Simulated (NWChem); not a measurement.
## Basis-set convergence for H₃AlO₂S

```xyz
7

Al    -0.2778    -0.3455     0.0000
O      0.1488    -1.9860     0.0000
H      1.0293    -2.3618     0.0000
O     -1.9101     0.1118     0.0000
H     -2.6465    -0.5016     0.0000
S      1.1932     1.2590     0.0000
H      0.2270     2.2046     0.0000
```
Charge 0, spin multiplicity 1.

Program: NWChem. The geometry was optimised at PBE0/def2-SVP, a minimum by its harmonic frequencies. It is one conformer; others weren't searched.

Quantity: vertical ionisation energy at the level ΔB3LYP (Δ: difference of total energies, the cation a doublet at the parent's geometry with its hole in an orbital of symmetry a" (Cs labels); it is the state that the SCF runs reached, from PBE0 orbitals for Hartree-Fock references, and need not be the lowest).

B3LYP has NWChem's definition, with VWN1-RPA local correlation. The Pople sets run with spherical d functions. The structure started from a generated list of species. The stability of the SCF solutions was not checked.

The cost column gives rough processor time relative to pcseg-1; each entry includes its own SCF.

```csv
basis,functions,vertical ionisation energy (eV),relative cost
pcseg-1,79,10.10,1
def2-SVP,79,(withheld),under 3
6-311G**,106,(withheld),under 3
6-311++G**,125,10.11,under 3
aug-cc-pVDZ,127,10.08,under 3
pcseg-2,170,10.09,under 3
def2-TZVPP,188,(withheld),under 3
def2-TZVPD,196,10.08,20
```

What belongs in the gaps?


- def2-SVP, vertical ionisation energy (eV): 9.89
- 6-311G**, vertical ionisation energy (eV): 10.02
- def2-TZVPP, vertical ionisation energy (eV): 10.04
